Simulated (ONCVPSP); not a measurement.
# nickel (Ni): one change to an ONCV potential, before and after

```json
{"Element": "Ni (Z = 28)", "Generator": "ONCVPSP 4.0.1", "Type": "optimised norm-conserving Vanderbilt (ONCV)", "Functional": "LDA (Perdew-Wang 92)", "Relativity": "scalar-relativistic", "Frozen core": "[Ne]", "Valence charge": "18", "Reference configuration": "3s2 3p6 3d9 4s1", "Partial waves": "3s+4s: rc 1.15 bohr, ncon 4, nbas 7, qcut 13.6 1/bohr, 2 projectors; 3p: rc 1.00 bohr, ncon 3, nbas 6, qcut 14 1/bohr, 2 projectors, debl 1.2 Ha; 3d: rc 1.00 bohr, ncon 3, nbas 7, qcut 15.5 1/bohr, 1 projector", "Local potential": "polynomial inside 0.90 bohr (lpopt 5, dvloc0 2 Ha)", "Core correction": "none"}
```

In the p channel the program set the typed energies aside and used -2.439, 0.250 Ha.

All-electron outer shells of the reference configuration (LDA (PZ), scalar-relativistic, ld1.x):

```csv
shell,level (eV),outermost node (bohr),outermost maximum (bohr)
2p,-838.68,–,0.16
3s,-105.48,0.30,0.64
3p,-66.36,0.27,0.65
3d,-4.92,–,0.63
4s,-4.74,0.93,2.32
```

Change: s: rc 0.98.

Cutoffs: the cutoffs (Ha) at which the residual kinetic energy of the hardest occupied pseudo-wave falls to 1 and 0.1 mHa per electron; they do not see the model core or the augmentation charge, which bear on the density cutoff. Errors are all-electron minus pseudo energies relative to the spin-unpolarised reference configuration.

Task: What does the change do?

Result: The potential gets neither clearly harder nor softer (90 Ha and 102 Ha → 90 Ha and 102 Ha); of the 4 tests that both files solve, the error grows in 1 and shrinks in 2 by more than 15 % and 0.3 meV (median size 1.3 → 1.5 meV); neither file shows a bound ghost.

```tsv
quantity	base	changed
cutoff, loose	90 Ha	90 Ha
cutoff, tight	102 Ha	102 Ha
loose cutoff by channel	s 56 Ha, p 39 Ha, d 90 Ha	s 63 Ha, p 39 Ha, d 90 Ha
bound ghosts	none	none
GHOST(+) flags under 300 eV	none	none
error for 3s2 3p6 3d8 4s2, meV [ΔE 1.64 eV]	+0.7	-0.3
error for 3s2 3p6 3d8 4s1, meV [ΔE 11.23 eV]	-1.9	-1.9
error for 3s2 3p6 3d8 4s0, meV [ΔE 28.89 eV]	-4.5	-3.2
error for 3s2 3p6 3d8 4s1.5, meV [ΔE 5.48 eV]	-0.5	-1.1
p: phases at 1.01 bohr within 0.05 rad from the reference energy up to (Ha; the scan ends near 5)	to the end of the scan	to the end of the scan
d: phases at 1.01 bohr within 0.05 rad from the reference energy up to (Ha; the scan ends near 5)	4.5	4.5
```
